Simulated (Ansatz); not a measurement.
A short molecular-dynamics run on cyclo-(Me2SnS)3 (C₆H₁₈S₃Sn₃).

```yaml
crystal:
  periodic: [false, false, false]
  atoms:
    - {symbol: Sn, position_ang: [-1.842685, 0.746179, 1.148608]}
    - {symbol: C, position_ang: [-1.174268, 2.776591, 0.787871]}
    - {symbol: C, position_ang: [-3.873946, 0.562630, 1.878849]}
    - {symbol: S, position_ang: [-0.427278, -0.323409, 2.845183]}
    - {symbol: Sn, position_ang: [1.451576, -1.025484, 1.430751]}
    - {symbol: C, position_ang: [0.979724, -2.894686, 0.438794]}
    - {symbol: C, position_ang: [3.183817, -1.080670, 2.730268]}
    - {symbol: S, position_ang: [1.948922, 0.728401, -0.225178]}
    - {symbol: Sn, position_ang: [0.289233, 0.219057, -1.960542]}
    - {symbol: C, position_ang: [-0.019187, 2.090989, -3.010063]}
    - {symbol: C, position_ang: [0.965771, -1.418425, -3.213817]}
    - {symbol: S, position_ang: [-1.797458, -0.567506, -0.934648]}
    - {symbol: H, position_ang: [-1.755344, 3.215439, -0.045912]}
    - {symbol: H, position_ang: [-0.096897, 2.740139, 0.539042]}
    - {symbol: H, position_ang: [-1.328383, 3.371144, 1.708839]}
    - {symbol: H, position_ang: [-4.568147, 1.044388, 1.164180]}
    - {symbol: H, position_ang: [-3.953043, 1.052345, 2.868362]}
    - {symbol: H, position_ang: [-4.122779, -0.510381, 1.976064]}
    - {symbol: H, position_ang: [1.755627, -3.118100, -0.318354]}
    - {symbol: H, position_ang: [-0.011249, -2.781758, -0.040005]}
    - {symbol: H, position_ang: [0.945206, -3.703048, 1.194310]}
    - {symbol: H, position_ang: [3.001550, -1.795768, 3.555270]}
    - {symbol: H, position_ang: [4.070735, -1.395946, 2.148279]}
    - {symbol: H, position_ang: [3.349785, -0.069749, 3.146426]}
    - {symbol: H, position_ang: [-0.818727, 1.959557, -3.763986]}
    - {symbol: H, position_ang: [-0.317831, 2.865221, -2.279464]}
    - {symbol: H, position_ang: [0.921718, 2.393980, -3.508380]}
    - {symbol: H, position_ang: [2.067190, -1.364417, -3.306317]}
    - {symbol: H, position_ang: [0.500152, -1.342411, -4.215228]}
    - {symbol: H, position_ang: [0.676214, -2.374294, -2.739241]}
basis:
  gaussian: {orbitals: def2-SVP}
hamiltonian: {xc: {name: BLYP}, dispersion: d3bj}
md: {timestep: 1 fs, n_steps: 15, ensemble: nvt_langevin, temperature: 700, initial_velocities: maxwell_boltzmann, friction: 0.01, seed: 38}
scf: {omitted_lower_state_checks: [starts]}
```

```sh
$ ansatz run in.yaml --threads 2 --pin off --events-out ev --progress --plain --max-ram 32768MiB --backend cuda --devices 0, --max-vram 18GiB
```

| step | time (fs) | potential energy (eV) | kinetic (eV) | T (K) |
| --- | --- | --- | --- | --- |
| 0 | 0.0 | -56499.1544 | 2.6240 | 677 |
| 1 | 1.0 | -56498.8966 | 2.3822 | 614 |
| 2 | 2.0 | -56498.3701 | 1.8595 | 480 |
| 3 | 3.0 | -56498.1757 | 1.6747 | 432 |
| 4 | 4.0 | -56498.4188 | 1.8861 | 486 |
| 5 | 5.0 | -56498.6012 | 2.0858 | 538 |
| 6 | 6.0 | -56498.4000 | 1.8321 | 472 |
| 7 | 7.0 | -56497.9837 | 1.5929 | 411 |
| 8 | 8.0 | -56497.7211 | 1.2804 | 330 |
| 9 | 9.0 | -56497.8537 | 1.4623 | 377 |
| 10 | 10.0 | -56498.2418 | 1.9124 | 493 |
| 11 | 11.0 | -56498.4916 | 2.1073 | 543 |
| 12 | 12.0 | -56498.2720 | 1.9357 | 499 |
| 13 | 13.0 | -56497.7916 | 1.6073 | 415 |
| 14 | 14.0 | -56497.6701 | 1.6855 | 435 |
| 15 | 15.0 | -56497.9433 | 2.0100 | 518 |

Velocities are drawn at the set temperature; a run this short doesn't reach equilibrium. Under Langevin dynamics the printed temperature counts 3N degrees of freedom, so it starts below the set value.

In the def2 sets Sn takes a core potential; there is no spin–orbit coupling.

Frames (Å, forces in eV/Å):

```xyz
30
time=0.0 fs
Sn   -1.843    0.746    1.149   -0.032   -0.010    0.008
C    -1.174    2.777    0.788    0.113    0.237   -0.048
C    -3.874    0.563    1.879   -0.236   -0.012    0.085
S    -0.427   -0.323    2.845   -0.041   -0.031    0.268
Sn    1.452   -1.025    1.431    0.028    0.007    0.023
C     0.980   -2.895    0.439   -0.086   -0.216   -0.133
C     3.184   -1.081    2.730    0.201   -0.015    0.149
S     1.949    0.728   -0.225    0.203    0.182   -0.001
Sn    0.289    0.219   -1.961   -0.003   -0.002   -0.002
C    -0.019    2.091   -3.010   -0.041    0.223   -0.115
C     0.966   -1.418   -3.214    0.081   -0.197   -0.140
S    -1.797   -0.568   -0.935   -0.189   -0.167   -0.101
H    -1.755    3.215   -0.046    0.018   -0.005    0.010
H    -0.097    2.740    0.539   -0.057    0.004    0.006
H    -1.328    3.371    1.709    0.003   -0.003   -0.016
H    -4.568    1.044    1.164    0.000   -0.007    0.012
H    -3.953    1.052    2.868   -0.008   -0.007   -0.009
H    -4.123   -0.510    1.976    0.001    0.017   -0.002
H     1.756   -3.118   -0.318   -0.021    0.002    0.008
H    -0.011   -2.782   -0.040    0.053   -0.006    0.018
H     0.945   -3.703    1.194    0.001    0.008   -0.014
H     3.002   -1.796    3.555    0.009    0.009   -0.005
H     4.071   -1.396    2.148   -0.003    0.004    0.014
H     3.350   -0.070    3.146    0.001   -0.015   -0.006
H    -0.819    1.960   -3.764    0.010    0.009    0.007
H    -0.318    2.865   -2.279    0.006   -0.019   -0.014
H     0.922    2.394   -3.508   -0.013    0.004    0.002
H     2.067   -1.364   -3.306   -0.017   -0.006   -0.005
H     0.500   -1.342   -4.215    0.006   -0.009    0.009
H     0.676   -2.374   -2.739    0.014    0.024   -0.007
30
time=2.0 fs
Sn   -1.850    0.748    1.148    0.131    0.150    0.109
C    -1.172    2.793    0.773   -3.785    0.195   -1.939
C    -3.869    0.576    1.892   -0.142   -0.196    0.422
S    -0.411   -0.333    2.858   -0.291    0.149    0.067
Sn    1.452   -1.025    1.429    0.151   -0.288    0.410
C     0.983   -2.885    0.428    1.320   -1.084   -0.298
C     3.188   -1.068    2.745   -0.367   -3.874   -0.925
S     1.958    0.718   -0.206    0.135    0.302   -0.240
Sn    0.292    0.220   -1.958    0.076   -0.329    0.096
C    -0.029    2.062   -3.001    2.080    1.598    1.742
C     0.972   -1.415   -3.236   -2.374   -0.638   -0.161
S    -1.808   -0.569   -0.948   -0.145   -0.113    0.028
H    -1.736    3.284   -0.135    0.686   -0.867    1.408
H    -0.183    2.730    0.530    3.418   -0.172   -0.685
H    -1.336    3.381    1.644   -0.198    0.825    1.261
H    -4.573    1.034    1.211   -0.448    0.294   -0.791
H    -4.054    1.055    2.861    0.353    0.176    0.398
H    -4.122   -0.485    1.999   -0.023   -0.383   -0.038
H     1.858   -3.098   -0.331   -1.672    0.315    0.930
H    -0.022   -2.707    0.005    0.164   -0.252   -0.402
H     0.946   -3.742    1.176    0.017    0.746   -0.552
H     3.035   -1.785    3.598   -0.040    0.288   -0.470
H     4.048   -1.415    2.131   -0.013    0.357    0.245
H     3.246   -0.120    3.109    0.667    3.373    1.221
H    -0.756    1.943   -3.728   -2.117   -0.358   -1.832
H    -0.309    2.890   -2.287    0.068   -0.605   -0.384
H     0.905    2.385   -3.520   -0.099   -0.168    0.208
H     2.014   -1.340   -3.338    2.145    0.090   -0.133
H     0.503   -1.353   -4.259    0.130   -0.023    0.611
H     0.689   -2.383   -2.740    0.172    0.492   -0.303
30
time=4.0 fs
Sn   -1.858    0.751    1.146    0.305    0.295    0.191
C    -1.178    2.815    0.754   -2.447   -0.035   -2.205
C    -3.866    0.592    1.907   -0.747    0.302    0.541
S    -0.395   -0.341    2.870   -0.500    0.301   -0.107
Sn    1.454   -1.025    1.427    0.221   -0.571    0.735
C     0.988   -2.878    0.418    1.174   -0.750   -0.376
C     3.193   -1.064    2.755   -0.508   -2.276   -0.128
S     1.967    0.708   -0.187    0.090    0.424   -0.482
Sn    0.295    0.221   -1.955    0.165   -0.703    0.183
C    -0.034    2.040   -2.986    1.320    1.885    0.599
C     0.975   -1.416   -3.259   -1.425   -0.388    0.082
S    -1.817   -0.568   -0.962   -0.126   -0.067    0.158
H    -1.696    3.318   -0.172    0.500   -0.911    1.412
H    -0.163    2.716    0.516    2.229   -0.091   -0.278
H    -1.346    3.405    1.624   -0.150    0.800    1.194
H    -4.591    1.038    1.220   -0.143    0.078   -0.658
H    -4.134    1.066    2.875    0.674    0.105    0.116
H    -4.116   -0.461    2.026   -0.072   -0.684   -0.085
H     1.895   -3.074   -0.304   -1.842    0.329    0.644
H    -0.028   -2.646    0.020    0.499   -0.484   -0.504
H     0.951   -3.751    1.129   -0.084    0.593   -0.248
H     3.057   -1.762    3.634   -0.077    0.378   -0.647
H     4.037   -1.425    2.129    0.114    0.554    0.304
H     3.176   -0.066    3.105    0.747    1.617    0.496
H    -0.758    1.919   -3.755   -1.330   -0.211   -0.883
H    -0.293    2.899   -2.297   -0.063   -0.714   -0.372
H     0.892    2.367   -3.520   -0.003   -0.226    0.237
H     2.033   -1.319   -3.366    1.378    0.044   -0.058
H     0.512   -1.368   -4.275   -0.029    0.042    0.367
H     0.716   -2.382   -2.759    0.126    0.363   -0.227
30
time=6.0 fs
Sn   -1.866    0.753    1.145    0.453    0.431    0.245
C    -1.189    2.836    0.729    1.349   -0.324   -0.059
C    -3.869    0.611    1.924   -1.743    0.314   -0.017
S    -0.379   -0.346    2.880   -0.675    0.421   -0.237
Sn    1.457   -1.024    1.425    0.275   -0.791    1.022
C     0.994   -2.875    0.408   -0.178    0.483   -0.027
C     3.196   -1.061    2.766   -0.794    1.532    0.315
S     1.975    0.700   -0.169    0.066    0.541   -0.720
Sn    0.297    0.222   -1.952    0.262   -1.160    0.246
C    -0.031    2.023   -2.968   -0.647    1.196   -2.216
C     0.976   -1.423   -3.284    1.277    0.248    0.738
S    -1.826   -0.566   -0.976   -0.110   -0.030    0.258
H    -1.642    3.315   -0.161   -0.294   -0.199    0.124
H    -0.072    2.691    0.492   -1.132    0.346    0.531
H    -1.355    3.453    1.651    0.196   -0.249   -0.417
H    -4.621    1.059    1.200    0.670   -0.433    0.161
H    -4.175    1.076    2.894    0.802    0.077   -0.102
H    -4.110   -0.458    2.045   -0.020   -0.234   -0.170
H     1.864   -3.035   -0.253   -0.466    0.097   -0.693
H    -0.021   -2.609    0.018    0.622   -0.592   -0.523
H     0.964   -3.743    1.063   -0.245   -0.299    0.641
H     3.069   -1.723    3.638   -0.206   -0.038    0.046
H     4.038   -1.419    2.153    0.381    0.530    0.104
H     3.148    0.058    3.111    0.858   -1.703   -0.486
H    -0.811    1.890   -3.825    0.763    0.140    1.379
H    -0.288    2.876   -2.316   -0.302   -0.121    0.115
H     0.887    2.341   -3.511    0.116   -0.176    0.147
H     2.104   -1.300   -3.401   -0.942   -0.196    0.150
H     0.518   -1.389   -4.269   -0.414    0.139   -0.533
H     0.744   -2.382   -2.783    0.076    0.049   -0.023
30
time=8.0 fs
Sn   -1.875    0.754    1.144    0.571    0.535    0.271
C    -1.196    2.850    0.706    3.010   -0.995    2.387
C    -3.879    0.634    1.940   -1.961   -0.334   -0.154
S    -0.361   -0.350    2.891   -0.844    0.524   -0.345
Sn    1.460   -1.024    1.424    0.312   -0.943    1.226
C     1.001   -2.873    0.399   -1.479    1.355    0.823
C     3.195   -1.055    2.780   -0.565    2.944   -0.442
S     1.983    0.693   -0.153    0.046    0.645   -0.919
Sn    0.300    0.223   -1.949    0.334   -1.583    0.278
C    -0.031    2.008   -2.955   -1.054    0.474   -3.663
C     0.983   -1.434   -3.309    2.128    0.580    0.846
S    -1.835   -0.566   -0.987   -0.081    0.002    0.332
H    -1.598    3.313   -0.148   -1.168    0.715   -1.568
H    -0.031    2.674    0.477   -2.072    0.537    0.724
H    -1.356    3.488    1.665    0.345   -0.827   -1.313
H    -4.638    1.077    1.197    0.902   -0.572    0.517
H    -4.175    1.085    2.925    0.778    0.028   -0.299
H    -4.093   -0.467    2.052    0.009    0.528   -0.208
H     1.821   -3.000   -0.232    1.425   -0.156   -2.125
H     0.010   -2.608   -0.010    0.161   -0.472   -0.560
H     0.978   -3.742    1.012   -0.339   -1.011    1.230
H     3.070   -1.688    3.640   -0.301   -0.550    0.817
H     4.054   -1.396    2.174    0.272    0.479    0.144
H     3.154    0.119    3.107    0.767   -2.572   -0.606
H    -0.847    1.867   -3.852    1.498    0.240    2.073
H    -0.296    2.840   -2.332   -0.554    0.742    0.768
H     0.891    2.320   -3.497    0.039   -0.145    0.113
H     2.150   -1.278   -3.433   -1.924   -0.373    0.194
H     0.508   -1.412   -4.286   -0.355    0.153   -0.502
H     0.776   -2.392   -2.794    0.100    0.054   -0.037
30
time=10.0 fs
Sn   -1.885    0.754    1.144    0.608    0.564    0.274
C    -1.196    2.858    0.686    1.970   -0.753    1.742
C    -3.895    0.657    1.960   -1.052   -1.130    0.034
S    -0.346   -0.356    2.901   -0.982    0.606   -0.413
Sn    1.463   -1.024    1.423    0.329   -1.055    1.346
C     1.004   -2.865    0.394    0.049    0.365    0.638
C     3.190   -1.042    2.790    0.031    1.552   -0.417
S     1.990    0.688   -0.139    0.029    0.765   -1.101
Sn    0.303    0.223   -1.946    0.380   -1.896    0.303
C    -0.037    1.996   -2.954   -0.739    0.957   -2.802
C     0.995   -1.447   -3.333    0.960    0.552    0.276
S    -1.844   -0.565   -0.996   -0.033    0.036    0.378
H    -1.586    3.339   -0.189   -0.875    0.335   -0.884
H    -0.073    2.679    0.487   -1.161    0.386    0.466
H    -1.342    3.491    1.634    0.191   -0.630   -1.037
H    -4.616    1.089    1.223    0.276   -0.193    0.069
H    -4.145    1.104    2.951    0.596    0.012   -0.201
H    -4.088   -0.464    2.040   -0.032    0.929   -0.076
H     1.827   -2.982   -0.279    0.671   -0.085   -1.248
H     0.051   -2.619   -0.051   -0.642   -0.251   -0.669
H     0.979   -3.767    0.999   -0.274   -0.319    0.671
H     3.067   -1.675    3.677   -0.196   -0.108    0.164
H     4.085   -1.368    2.199   -0.232    0.427    0.371
H     3.188    0.086    3.082    0.524   -1.605   -0.241
H    -0.840    1.843   -3.800    1.086    0.189    1.411
H    -0.320    2.826   -2.317   -0.362    0.419    0.500
H     0.896    2.304   -3.480   -0.076   -0.084    0.074
H     2.129   -1.272   -3.453   -1.262   -0.289    0.031
H     0.482   -1.436   -4.330    0.169    0.121    0.488
H     0.817   -2.406   -2.802    0.048    0.184   -0.147
30
time=12.0 fs
Sn   -1.895    0.755    1.146    0.658    0.566    0.293
C    -1.194    2.864    0.673   -1.660   -0.352   -1.048
C    -3.913    0.681    1.982    0.425   -1.755    0.593
S    -0.335   -0.361    2.906   -1.079    0.654   -0.440
Sn    1.465   -1.025    1.422    0.359   -1.084    1.399
C     1.010   -2.860    0.391    1.133   -0.533   -0.423
C     3.185   -1.023    2.798    0.159   -2.294   -0.215
S     1.999    0.683   -0.125   -0.016    0.862   -1.268
Sn    0.307    0.224   -1.943    0.432   -2.030    0.322
C    -0.046    1.988   -2.961    0.844    2.038    0.538
C     1.006   -1.458   -3.359   -1.513    0.296    0.487
S    -1.852   -0.563   -1.000    0.009    0.053    0.387
H    -1.603    3.363   -0.273    0.018   -0.680    1.010
H    -0.165    2.701    0.527    2.043   -0.182   -0.247
H    -1.332    3.475    1.555   -0.273    0.492    0.599
H    -4.567    1.108    1.249   -0.806    0.489   -0.830
H    -4.091    1.141    2.974    0.351   -0.029   -0.097
H    -4.088   -0.442    2.028   -0.151    0.910    0.131
H     1.848   -2.961   -0.358   -0.540   -0.062    0.275
H     0.078   -2.631   -0.119   -0.594   -0.245   -0.303
H     0.974   -3.793    1.007   -0.145    0.531   -0.082
H     3.058   -1.677    3.727   -0.013    0.624   -0.946
H     4.111   -1.320    2.237   -0.388    0.090    0.295
H     3.238    0.000    3.052    0.297    1.768    0.708
H    -0.785    1.824   -3.704   -1.211   -0.258   -1.097
H    -0.356    2.826   -2.288    0.063   -0.379   -0.186
H     0.891    2.282   -3.459    0.197    0.142   -0.142
H     2.056   -1.282   -3.470    1.233    0.168   -0.276
H     0.476   -1.455   -4.357    0.252    0.081    0.764
H     0.853   -2.407   -2.803   -0.085    0.119   -0.199
30
time=15.0 fs
Sn   -1.912    0.757    1.148    0.885    0.563    0.265
C    -1.202    2.876    0.644   -1.170   -0.996   -2.009
C    -3.934    0.709    2.016    0.684   -0.067   -0.888
S    -0.321   -0.363    2.913   -1.176    0.674   -0.468
Sn    1.468   -1.028    1.424    0.410   -0.976    1.334
C     1.023   -2.855    0.375    0.197   -0.504   -1.858
C     3.176   -1.006    2.813    0.231   -0.865   -0.052
S     2.011    0.681   -0.109   -0.081    0.905   -1.435
Sn    0.311    0.224   -1.943    0.471   -2.100    0.321
C    -0.051    1.992   -2.968    0.067    1.714    2.218
C     1.012   -1.484   -3.401   -1.193    0.933    1.402
S    -1.866   -0.557   -1.004    0.073    0.079    0.360
H    -1.643    3.342   -0.327    0.478   -0.815    1.378
H    -0.146    2.726    0.568    1.339   -0.098   -0.425
H    -1.357    3.488    1.491   -0.599    1.099    1.403
H    -4.529    1.176    1.218   -0.369    0.196    0.120
H    -3.988    1.213    2.990   -0.048   -0.065    0.113
H    -4.095   -0.369    2.006   -0.507   -0.414    0.469
H     1.834   -2.934   -0.454   -0.766   -0.244    1.261
H     0.082   -2.652   -0.227    0.412   -0.323    0.782
H     0.941   -3.790    1.012    0.106    0.768   -0.534
H     3.029   -1.641    3.738    0.098    0.499   -0.692
H     4.134   -1.222    2.304   -0.054   -0.690   -0.142
H     3.338    0.034    3.047   -0.346    1.062    0.687
H    -0.822    1.779   -3.635   -1.650   -0.363   -1.816
H    -0.390    2.802   -2.265    0.265   -0.452   -0.357
H     0.873    2.259   -3.417    1.203    0.618   -0.974
H     2.044   -1.275   -3.524    1.659    0.305   -0.307
H     0.492   -1.489   -4.361   -0.398    0.034   -0.209
H     0.900   -2.396   -2.815   -0.223   -0.478    0.054
```

It took 1.7 min on 2 threads of AMD EPYC 7R13 on a shared host and a share (18 GiB) of an NVIDIA H100 80GB HBM3, peak host memory 0.99 GiB.
